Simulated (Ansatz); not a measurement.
The first iterations of a band of BFH2O + ClH (7 atoms, charge 0, multiplicity 1).

Theory: RKS PBE0/def2-SVP (Ansatz 0.2.0).

```yaml
movable_images: 5
climbing_image: yes
spring: 5.0 eV/Å²
optimiser: quadratic models (default)
start_path: through a guess of the saddle point
force_threshold: 0.5 eV/Å
iteration_limit: 60
end_points: relaxed
```

First end point:

```xyz
7
Properties=species:S:1:pos:R:3
B 0.022 -0.373 -0.128
F -0.100 -0.356 1.210
H 1.096 -0.171 -0.625
O -1.043 -0.639 -0.891
H -1.856 -0.784 -0.392
Cl -0.339 2.868 1.272
H -0.111 1.697 1.759
```

Last end point:

```xyz
7
Properties=species:S:1:pos:R:3
B -0.227 0.466 -0.361
F 0.065 -0.054 2.281
H 0.837 -0.049 -0.582
O -1.413 -0.106 -0.579
H -1.337 -1.023 -0.866
Cl -0.244 2.155 0.213
H -0.014 0.853 2.098
```

| iteration | highest image above the first end (eV) | largest band force component (eV/Å) |
| --- | --- | --- |
| 1 | 2.852 | 5.752 |
| 2 | 1.633 | 2.066 |

Question: Does the band converge within its limit, and where does its top end?

Answer: The forces met the threshold. It ended after 5 iterations with the highest image 1.301 eV above the first end. The threshold of 0.5 eV/Å is loose, so the images may lie well off the minimum-energy path. The order of the stationary point at the top wasn't checked. The orbitals stay closed-shell, which can raise the energy where a bond breaks towards radicals; this wasn't checked here.

The run took 66 s on 1 thread of Arm Neoverse V2, on a shared host, peak memory 0.16 GiB.
